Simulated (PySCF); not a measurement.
SMILES [F][Hf]([F])([F])[F] at its PBE0/def2-SVP optimised geometry (Å):

```
5

Hf    -0.6352    -0.8978     0.0000
F      1.2686    -0.8978     0.0000
F     -1.2752    -1.7970    -1.5518
F     -1.2686     0.8978     0.0000
F     -1.2651    -1.7924     1.5577
```

Calculation: PBE0/def2-TZVP, def2 effective core potentials past Kr run with PySCF. The core electrons that the potentials of Hf replace are not part of the density. Cells within 0.4 Å of a nucleus heavier than hydrogen are left out (blank, or x).

Map of the deformation density (molecule minus spherical neutral atoms) (e/bohr³) on the plane z = 0.0 Å:

```
|2222222222222222222222222222222|
|2222222222222222222222222222222|
|2222222222222222222222222222222|
|2222222222222222222222222222222|
|2222222222222222222222222222222|
|2222222222222222222222222222222|
|2222222233333222222222222222222|
|2222223333333322222222222222222|
|2222233333333332222222222222222|
|2222333334433332222222222222222|
|222233336xx64332222222222222222|
|22223334xxxx5432222222222222222|
|222223346xxx6432222222222222222|
|2222233467896422222222222222222|
|2222223457875321122233332222222|
|2222222334432111123333333322222|
|2222222222200111134443333322222|
|2222221112200321246765433322222|
|22222111147xxx20258xxx733322222|
|22222111259xxx10269xxxx33322222|
|222221111364xx412587xx533322222|
|2222221111236962245654333322222|
|2222222111114532234443333322222|
|2222222211111211122333333222222|
|2222222221111111122223332222222|
|2222222222111111122222222222222|
|2222222222222112222222222222222|
|2222222222222222222222222222222|
|2222222222222222222222222222222|
|2222222222222222222222222222222|
|2222222222222222222222222222222|
```
Scale: ten equal steps from -0.021 (start of '0') to 0.048 (end of '9'), in the order '0123456789'; x runs from -3.50 to 3.50, y from -3.50 (bottom) to 3.50 (top).
